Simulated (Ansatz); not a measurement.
Two members of one family (Same ligands, another metal), computed with Ansatz in the gas phase; def2 core potentials for Ta, no spin–orbit coupling. The two geometries come from different levels. Names give formal oxidation states. A dash marks a value that wasn't run or was left out as unsound. The structures are stationary points that may keep the symmetry of their start. Remarks come from the PBE and PBE0 runs and from stability tests at other levels; not every state was tested. HOMO above LUMO (over both spins in singlets and doublets, within one spin in higher multiplets; at PBE or PBE0), or a gap under 0.15 eV within one spin, warns that the state may not be the lowest or that an electron is smeared out.

First: VS(OH)3 (singlet, charge 0, r2SCAN-D4/def2-SVP geometry).

```xyz
8

V     0.0099   -0.0163    0.0149
S    -0.8543    1.3671   -1.1734
O     0.9776   -1.1153   -0.9494
H     1.0552   -1.0263   -1.9098
O    -1.2199   -0.9360    0.8595
H    -2.1656   -0.7656    0.7388
O     1.0442    0.7655    1.1931
H     1.1529    1.7269    1.2263
```

| level | HOMO (eV) | LUMO (eV) | gap (eV) | vertical IE (eV) | vertical triplet (eV) |
| --- | --- | --- | --- | --- | --- |
| PBE-D4/def2-TZVP | -6.93 | -3.66 | 3.26 | 10.10 | 2.92 |
| revPBE-D4/def2-TZVP | -6.86 | -3.59 | 3.27 | – | – |
| r2SCAN-D4/def2-TZVP | -7.22 | -3.71 | 3.52 | 10.18 | 2.66 |
| PBE0-D4/def2-SVP | -8.06 | -2.79 | 5.27 | – | – |
| PBE0-D4/def2-TZVP | -8.17 | -2.91 | 5.26 | 10.23 | 2.18 |

Metal–donor distances: 1 × S 2.02 Å, 3 × O 1.75 Å. Remarks: restricted SCF unstable in HF, gap within one spin near zero at PBE or PBE0 (+1 doublet).

Second: TaS(OH)3 (singlet, charge 0, PBE-D4/def2-SVP geometry).

```xyz
8

Ta   -0.019   -0.020    0.024
S    -1.142   -1.215    1.476
O    -0.690    1.769    0.010
H    -1.401    2.207    0.509
O    -0.210   -0.781   -1.718
H    -0.690   -1.559   -2.046
O     1.830    0.002    0.505
H     2.322   -0.403    1.239
```

Q: Estimate the same table for the second.

A: 
| level | HOMO (eV) | LUMO (eV) | gap (eV) | vertical IE (eV) | vertical triplet (eV) |
| --- | --- | --- | --- | --- | --- |
| PBE-D4/def2-TZVP | -6.36 | -1.97 | 4.40 | 9.52 | 4.18 |
| revPBE-D4/def2-TZVP | -6.30 | -1.89 | 4.40 | – | – |
| r2SCAN-D4/def2-TZVP | -6.65 | -1.84 | 4.81 | 9.57 | 4.12 |
| PBE0-D4/def2-SVP | -7.55 | -1.07 | 6.48 | – | – |
| PBE0-D4/def2-TZVP | -7.54 | -1.18 | 6.35 | 9.60 | 3.95 |

Metal–donor distances: 1 × S 2.19 Å, 3 × O 1.91 Å.
